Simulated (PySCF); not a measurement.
# Molybdenum: a sound run and one with changed settings

Sound run: Mo²⁺ [Kr] 4d4, Mo³⁺ [Kr] 4d3. Computed with PySCF 2.14 in cc-pVTZ-PP with ECP28MDF (5s5p4d2f1g, 63 functions), with scalar relativity through the core potential. In the sound run the correlated levels freeze 4s2 4p6 outside the core potential. The sound run starts from symmetry-adapted Hartree-Fock orbitals and uses a fine grid where one is needed.

A second run was set up differently.

```
species  method  sound run (hartree)  changed run (hartree)  converged
   Mo²⁺     MP2            -66.59606              -66.86993        yes
   Mo³⁺     MP2            -65.61863              -65.87558        yes
```

Ionisation energy of Mo²⁺:

| method | sound run (eV) | changed run (eV) |
| --- | --- | --- |
| UHF | 26.064 | 26.064 |
| MP2 | 26.597 | 27.057 |
| SCS-MP2 | 26.242 | 26.735 |

Question: What was changed?
A. a valence shell is frozen
B. level shift left on
C. too few SCF iterations
D. all electrons correlated in a valence basis

Answer: D. A valence basis has no tight correlating functions, so it recovers only part of the core correlation, and not evenly between atom and ion.
